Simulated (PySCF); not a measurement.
## Krypton: a sound run and one with changed settings

Sound run: Kr⁺ [Ar] 3d10 4s2 4p5, Kr²⁺ [Ar] 3d10 4s2 4p4. Computed with PySCF 2.14 in def2-SVP (5s4p3d, 32 functions), with no relativity, point nucleus. In the sound run the correlated levels freeze [Ar] 3d10. The sound run starts from symmetry-adapted Hartree-Fock orbitals and uses a fine grid where one is needed.

Changed run: a valence shell is frozen. This setting is unsound on purpose.

```tsv
species	method	sound run (hartree)	changed run (hartree)	converged
Kr⁺	MP2	-2751.28583	-2751.25407	yes
Kr⁺	CCSD(T)	-2751.30201	-2751.26441	yes
Kr²⁺	MP2	-2750.40495	-2750.36491	yes
Kr²⁺	CCSD(T)	-2750.42262	-2750.37367	yes
```

Ionisation energy of Kr⁺:

| method | sound run (eV) | changed run (eV) |
| --- | --- | --- |
| UHF | 23.396 | 23.396 |
| MP2 | 23.970 | 24.195 |
| SCS-MP2 | 23.946 | 24.239 |
| CCSD | 23.924 | 24.232 |
| CCSD(T) | 23.929 | 24.238 |

Freezing a valence shell removes pair correlation that changes on ionisation.

For comparison, NIST gives 24.360 eV between the lowest levels.
